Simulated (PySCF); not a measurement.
A calculated (PBE0, PySCF 2.14, ANO-RCC-VTZP, the spin-free X2C one-electron Hamiltonian (Gaussian nucleus)) atom or ion has these occupied shells.

```tsv
shell	electrons	orbital energy (eV)	rms radius, mean of both spins (bohr)
1s α	1	-34415.6	0.0305
1s β	1	-34415.5	0.0305
2s α	1	-5392.9	0.124
2s β	1	-5392.8	0.124
2p α	3	-4843.1	0.111
2p β	3	-4843.1	0.111
3s α	1	-1123.9	0.327
3s β	1	-1123.7	0.327
3p α	3	-944.64	0.327
3p β	3	-944.55	0.327
3d α	5	-676.86	0.305
3d β	5	-676.80	0.305
4s α	1	-217.14	0.762
4s β	1	-216.85	0.762
4p α	3	-159.59	0.815
4p β	3	-159.38	0.815
4d α	5	-74.500	0.944
4d β	5	-74.240	0.944
5s α	1	-32.640	1.94
5p α	3	-19.444	2.32
5p β	3	-18.239	2.32
```

Question: Name the element and its charge.

Answer: Xe+ (xenon, charge +1), in [Kr] 4d10 5s1 5p6, 2S determinant (an excited configuration).
